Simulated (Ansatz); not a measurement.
`C=C(C)[SiH3]` + `[OH][Mg][N]([SiH3])[SiH3]` → `[SiH3][O][Mg][N]([SiH3])[SiH3]` + propene  (ligand exchange at the Si–C bond)

Calculated with Ansatz (gas phase, PBE0-D4/def2-TZVP geometries, no zero-point term in ΔE). CBS: MP2 limit from def2 TZ/QZ plus the TZ coupled-cluster correction, frozen cores. DFT in def2-TZVPP. HSE06 is defined as in plane-wave codes. For Mg outer-core shells are correlated without core-valence functions, which leaves a few kJ/mol of doubt a bond. Each species was taken in one conformer, which may not be the lowest.

`C=C(C)[SiH3]`:

```xyz
12

C     0.441    1.023   -1.152
C    -0.035    0.224   -0.198
C    -1.449    0.326    0.290
Si    1.080   -1.067    0.565
H     1.464    0.952   -1.507
H    -0.180    1.785   -1.619
H    -1.982   -0.620    0.152
H    -2.000    1.109   -0.236
H    -1.480    0.546    1.362
H     1.188   -0.858    2.036
H     2.433   -0.990   -0.045
H     0.520   -2.430    0.353
```

`[OH][Mg][N]([SiH3])[SiH3]`:

```xyz
12

O    -0.604   -2.149    2.631
Mg   -0.314   -1.042    1.301
N     0.049    0.131   -0.173
Si   -0.861   -0.109   -1.600
Si    1.252    1.325    0.054
H    -0.930   -2.583    3.406
H    -1.693    1.069   -1.981
H    -0.029   -0.464   -2.786
H    -1.794   -1.255   -1.345
H     1.777    1.168    1.449
H     0.739    2.719   -0.077
H     2.409    1.190   -0.878
```

`[SiH3][O][Mg][N]([SiH3])[SiH3]`:

```xyz
15

Si    3.079   -1.743    1.648
O     1.807   -1.028    0.962
Mg    0.400   -0.230    0.210
N    -1.109    0.626   -0.594
Si   -2.640   -0.086   -0.317
Si   -0.793    2.030   -1.520
H     3.683   -2.761    0.739
H     4.142   -0.751    1.984
H     2.694   -2.438    2.911
H    -3.318   -0.544   -1.562
H    -3.590    0.806    0.408
H    -2.409   -1.293    0.543
H    -1.184    1.899   -2.952
H     0.689    2.255   -1.474
H    -1.450    3.257   -0.986
```

`C=CC`:

```xyz
9

C    -0.116    1.241   -0.604
C    -0.388    0.276    0.263
C     0.286   -1.052    0.306
H     0.646    1.119   -1.367
H    -0.644    2.188   -0.583
H    -1.162    0.446    1.009
H     0.768   -1.216    1.275
H    -0.436   -1.863    0.175
H     1.045   -1.139   -0.474
```

```
       level  ΔE (kcal/mol)
      PBE-D4          -26.1
   revPBE-D4          -25.6
    HSE06-D4          -27.7
CAM-B3LYP-D4          -30.4
     ωB97M-V          -29.0
         PBE          -27.0
        BLYP          -30.0
 HF/def2-SVP          -33.7
```

Q: What does CCSD(T)/CBS give? (Best estimate.)

A: Ansatz gave: -30.5 kcal/mol. The listed levels differ from it by 4.4, 4.9, 2.8, 0.1, 1.5, 3.5, 0.5, -3.2 kcal/mol.

Largest T1 diagnostic among the species: 0.011.

From BLYP to BHLYP (50 % exact exchange), in def2-TZVPP and without D4, ΔE moves by −2.6 kcal/mol. The D4 term adds +1.4 kcal/mol with B3LYP and +0.7 kcal/mol with PBE0; it sums over pairs of atoms, weighted by their polarisabilities, and B3LYP, whose exchange is more repulsive, gets the larger term.

B3LYP here is the variant with VWN-RPA as its local correlation; programs differ in this.
